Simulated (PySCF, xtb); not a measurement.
C4H10Si2, SMILES C1C=C[Si@@H]([SiH2]1)C.

GFN2-xTB (xtb 6.7.1) at its own geometry gives an orbital gap of 3.64 eV and a dipole moment of 0.27 D.

Coordinates come from a PBE0-D3(BJ)/def2-SVP optimisation. The structure was generated by enumeration; whether it is a known compound was not checked. The values are those of a single conformer.

### Question
What does PBE/def2-TZVP run with PySCF give? (Estimate from the structure and the level; the computed values follow.)

### Answer
gap 4.99 eV (levels -6.26 and -1.27 eV), dipole 0.92 D.
